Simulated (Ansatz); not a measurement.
Geometry optimisation, RKS LDA/def2-SVP in Ansatz.

input.yaml

```yaml
crystal:
  periodic: [false, false, false]
  atoms:
    - { symbol: B, position_ang: [-0.004183, -0.436102, -0.147623] }
    - { symbol: F, position_ang: [0.083447, -0.688993, 1.160512] }
    - { symbol: O, position_ang: [1.106167, -0.410883, -0.912745] }
    - { symbol: H, position_ang: [1.917974, -0.568445, -0.394265] }
    - { symbol: O, position_ang: [-1.20579, -0.257637, -0.733238] }
    - { symbol: H, position_ang: [-1.926378, -0.169673, -0.082971] }
    - { symbol: H, position_ang: [-0.17277, 1.822815, 0.624726] }
    - { symbol: H, position_ang: [0.111033, 1.435819, 1.173405] }
basis:
  gaussian: { orbitals: def2-SVP }
hamiltonian:
  xc: lda
relax:
  f_tol: 0.03
  max_steps: 50
```

Run as:

```bash
$ ansatz run input.yaml --threads 1 --pin off --max-ram 2048MiB --backend cpu --events-out ev --progress --plain --runs-dir out
```

Question: Where does it end, and by what steps?

Answer: The forces met the threshold. After 5 steps the energy has fallen by 0.089 eV; H7 moved furthest, 0.21 Å.

```json
{"step": "0", "energy less start (eV)": "0.0000", "largest force component (eV/Å)": "1.505", "accepted": "yes"}
{"step": "1", "energy less start (eV)": "-0.0840", "largest force component (eV/Å)": "0.207", "accepted": "yes"}
{"step": "2", "energy less start (eV)": "-0.0873", "largest force component (eV/Å)": "0.170", "accepted": "yes"}
{"step": "3", "energy less start (eV)": "-0.0889", "largest force component (eV/Å)": "0.079", "accepted": "yes"}
{"step": "4", "energy less start (eV)": "-0.0890", "largest force component (eV/Å)": "0.170", "accepted": "yes"}
{"step": "5", "energy less start (eV)": "-0.0894", "largest force component (eV/Å)": "0.017", "accepted": "yes"}
```

```xyz
8
Properties=species:S:1:pos:R:3
B 0.009 -0.484 -0.178
F 0.096 -0.779 1.131
O 1.119 -0.463 -0.942
H 1.920 -0.673 -0.429
O -1.190 -0.230 -0.739
H -1.912 -0.261 -0.086
H -0.192 2.029 0.667
H 0.060 1.589 1.264
```

Time of the run: 8.9 s on 1 thread of Arm Neoverse V1 (shared host), peak memory 0.13 GiB.
